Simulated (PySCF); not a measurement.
CH11NSi4, SMILES N[SiH2][SiH]1[SiH2]C[SiH2]1.

The structure is a stationary point at PBE-D3(BJ)/def2-SVP. This is a generated structure with no PubChem entry under its InChIKey; it may be hypothetical. One conformer was computed; it need not be the lowest.

The numbers are results of PBE-D3(BJ)/def2-SVP in PySCF, not measurements.

Frequencies are harmonic and unscaled.

```
mode  ν (cm⁻¹)  IR (km/mol)  moving atoms (share of kinetic energy)
----  --------  -----------  --------------------------------------
1           35          1.0                 N 43 %, Si 28 %, H 25 %
2           54          0.2          Si 45 %, H 26 %, C 20 %, N 9 %
3           66          0.8                 Si 53 %, H 29 %, N 13 %
4          118          1.6                 Si 45 %, H 43 %, C 11 %
5          166          3.4                 Si 40 %, H 33 %, N 26 %
6          218         30.7                 H 77 %, N 12 %, Si 10 %
7          256          2.9                 Si 62 %, H 25 %, C 13 %
8          326          1.5                         H 82 %, Si 17 %
9          363          2.8                         Si 75 %, H 24 %
10         387          0.5                         Si 81 %, H 18 %
11         420        129.7                          H 79 %, N 14 %
12         432         61.1                         H 76 %, Si 19 %
13         459          8.0                         H 69 %, Si 29 %
14         490          3.0                         Si 73 %, H 25 %
15         527          6.2                                  H 93 %
16         554         13.1                         H 69 %, Si 25 %
17         588          3.2                 H 71 %, Si 20 %, C 10 %
18         627         23.7                  H 55 %, C 36 %, Si 9 %
19         650         71.1                         H 73 %, Si 18 %
20         659         56.4                   H 82 %, C 9 %, Si 8 %
21         664         40.4                 H 62 %, C 23 %, Si 14 %
22         689          1.7                                  H 90 %
23         754         35.7                  H 66 %, C 25 %, Si 9 %
24         768         24.5                          H 76 %, N 19 %
25         805        328.0                 H 68 %, Si 17 %, C 14 %
26         827         50.5                 N 37 %, H 32 %, Si 30 %
27         884        161.9                          H 83 %, Si 9 %
28         885        166.2                                  H 92 %
29         907         23.7                                  H 94 %
30         934         27.1                                  H 92 %
31         936         55.4                                  H 91 %
32         963         33.5                          H 75 %, C 23 %
33        1320          7.3                           H 92 %, C 8 %
34        1494         32.7                          H 90 %, N 10 %
35        2080        104.4                                  H 97 %
36        2129         30.3                                  H 97 %
37        2131        199.2                                  H 98 %
38        2138         35.5                                  H 98 %
39        2145         75.2                                  H 96 %
40        2151        104.9                                  H 96 %
41        2153        151.2                                  H 96 %
42        2992          1.7                                  H 95 %
43        3070          1.4                           H 91 %, C 9 %
44        3470         15.0                                  H 96 %
45        3566         17.4                           H 91 %, N 9 %
```
